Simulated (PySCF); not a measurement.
C₂Si, SMILES [C][C][Si] (connectivity only; charge and spin as stated), neutral, multiplicity 1.

Geometry optimised at PBE0-D3(BJ)/def2-TZVP. A frequency run showed that this geometry is not a minimum.

These are PBE/def2-TZVPD (PySCF) values and carry that method's errors.

The molecule is in vacuum.

Computed frontier levels, gap, dipole moment and polarisability:
```
Item                                                                                                           Result
---------------------------------------------------------------------------------------------  ----------------------
highest occupied level                                                                                       -6.38 eV
lowest empty level                                                                                           -4.38 eV
orbital gap                                                                                                   2.01 eV
dipole moment                                                                                                  4.39 D
quadrupole, principal values (traceless, Buckingham form, about the centre of nuclear charge)   -8.04, 4.02, 4.02 D·Å
mean static polarisability                                                                       55.4 bohr³ (8.22 Å³)
polarisability, principal values                                                               42.2, 42.2, 82.0 bohr³
```
